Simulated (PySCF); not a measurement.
**Radial density of Li (lithium, neutral)**

UHF, [He] 2s1, 2S determinant. Computed with PySCF 2.14 in aug-cc-pVTZ with one added diffuse shell each of s, p, d, f type (6s5p4d3f, 62 functions), with no relativity, point nucleus.

| r (bohr) | 4πr²ρ (e/bohr) | 4πr²(ρα − ρβ) |
| --- | --- | --- |
| 0.00985 | 0.01588 | 0.0003 |
| 0.0166 | 0.04308 | 0.0007 |
| 0.0279 | 0.1140 | 0.0019 |
| 0.0469 | 0.2880 | 0.0049 |
| 0.0788 | 0.6750 | 0.0112 |
| 0.133 | 1.394 | 0.0223 |
| 0.223 | 2.345 | 0.0346 |
| 0.375 | 2.836 | 0.0330 |
| 0.631 | 2.023 | 0.0067 |
| 1.06 | 0.6353 | 0.0071 |
| 1.78 | 0.1823 | 0.1329 |
| 3.00 | 0.2735 | 0.2732 |
| 5.05 | 0.1441 | 0.1441 |
| 8.49 | 0.01220 | 0.0122 |
| 14.3 | 3.013e-05 | 0.0000 |
